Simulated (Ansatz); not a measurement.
```xyz
14

N     2.551    0.720    0.156
C     1.275    0.648   -0.547
Si   -0.103    0.348    0.701
N    -1.641    0.069   -0.042
Al   -2.566   -1.447   -0.185
H     3.312    0.940   -0.474
H     2.772   -0.164    0.594
H     1.223   -0.107   -1.348
H     1.081    1.615   -1.025
H     0.235   -0.877    1.479
H    -0.164    1.512    1.627
H    -2.075    0.896   -0.431
H    -1.927   -2.768    0.404
H    -3.974   -1.386   -0.908
```

The species carries charge 0 and has multiplicity 1.

**Question.** List the B3LYP/def2-TZVPP orbital energies in eV (Ansatz 0.2.0). (Estimate.)

**Answer.** The calculation gave: Occupied: -1798.75, -1524.12, -389.12, -388.83, -277.02, -143.24, -112.13, -98.58, -98.56, -98.54, -72.87, -72.68, -72.66, -23.98, -22.48, -17.95, -14.31, -13.24, -12.52, -12.29, -11.03, -10.72, -9.39, -9.19, -8.72, -8.21, -7.42, -6.58. Lowest empty: -1.11, -0.04, 0.59, 0.97, 1.44, 1.81, 2.01, 2.25.

B3LYP here is the variant with VWN-RPA as its local correlation; programs differ in this.
